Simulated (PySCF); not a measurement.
A structure optimised at B3LYP-D3(BJ)/def2-SVP, used in a PySCF frequency run:

```
Al
C 1 1.9387
C 2 1.3455 1 121.30
H 3 1.0977 2 122.15 1 0.00
H 3 1.0980 4 115.00 2 180.00
H 2 1.0991 3 116.85 4 180.00
C 1 1.9478 2 124.07 6 180.00
H 7 1.1019 1 113.00 2 0.00
H 7 1.1036 8 107.87 1 122.67
H 7 1.1036 8 107.87 9 114.67
Cl 1 2.1228 2 117.56 6 0.00
```
Charge 0, spin multiplicity 1.

Q: Write its SMILES, formula and point group.

A: C=[CH][Al]([CH3])[Cl], C3H6AlCl, Cs

Q: What are its rotational constants (standard atomic weights)?

A: 4.4319, 1.7925, 1.2865 GHz
